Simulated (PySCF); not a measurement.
Spin states and ions at one geometry of [Bi3]2+

PySCF 2.14.0, UKS TPSS, Bi def2-SVP with ECP60; non-relativistic Hamiltonian with scalar-relativistic core potentials where named; density fitting; no spin-orbit coupling; singlets restricted, open shells unrestricted. The geometry is relaxed for charge +2, doublet, vacuum:

```xyz
3

Bi    1.6270    0.0000    0.0000
Bi   -0.8135    1.5946    0.0000
Bi   -0.8135   -1.5946    0.0000
```

Energies count from the relaxed state; an electron taken off or put on is at rest in vacuum. Charges and spins are Mulliken's.

Task: Order these states by energy, lowest first.
A. charge +2, sextet, vacuum
B. charge +2, doublet, vacuum
C. charge +2, quartet, vacuum
D. charge +1, triplet, vacuum
E. charge +1, singlet, vacuum
F. charge +3, triplet, vacuum

Result: E (-12.53 eV), D (-11.49 eV), B (0.00 eV), C (1.27 eV), A (2.78 eV), F (18.07 eV).

Task: How do charge and spin on the first atom follow?

Result: 
```csv
state,spin squared,charge on Bi1 (e),spin on Bi1 (e),dipole about the centre of mass (D)
"charge +2, doublet, vacuum",0.76,0.59,0.03,0.63
"charge +2, quartet, vacuum",3.76,0.68,0.41,0.23
"charge +2, sextet, vacuum",8.75,0.64,1.66,0.27
"charge +3, triplet, vacuum",2.01,0.91,0.44,0.72
"charge +1, singlet, vacuum",0.00,0.30,0.00,0.18
"charge +1, triplet, vacuum",2.12,0.31,-0.37,0.01
```

With an electron taken off (triplet) the charges change, summed by element, by Bi +1.00 e. The vertical ionisation energy is 18.07 eV, against −ε(HOMO) = 15.58 eV over both spins of the relaxed state. The level lies 2.5 eV too high, as is usual for semilocal functionals and global hybrids, which keep a self-interaction error.

With an electron put on (singlet, the lower of the two states computed) the charges change, summed by element, by Bi -1.00 e. The vertical electron affinity is 12.53 eV, against −ε(LUMO) = 15.01 eV over both spins of the relaxed state.

Open shells may have lower solutions than those found.

No frequency check is given that shows the relaxed geometry to be a minimum.
